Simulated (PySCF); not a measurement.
Calculation: PBE-D3(BJ)/def2-TZVP // BP86-D3(BJ)/def2-SVP in PySCF 2.14.0. All species are isolated molecules in the gas phase. 

Reference species: [Zr(F)4] (neutral, multiplicity 1).

* **HOMO–LUMO gap**: 7.79 eV
* **coordination number**: 4

Changed species: [Zr(F)(H)3] (3 of 4 F replaced by H; the reference has 0 of 4 F replaced by H).

### Question
Predict the effect on the HOMO–LUMO gap and coordination number.

### Answer
the HOMO–LUMO gap falls by 3.88 eV, to 3.91 eV; the coordination number is nearly the same.
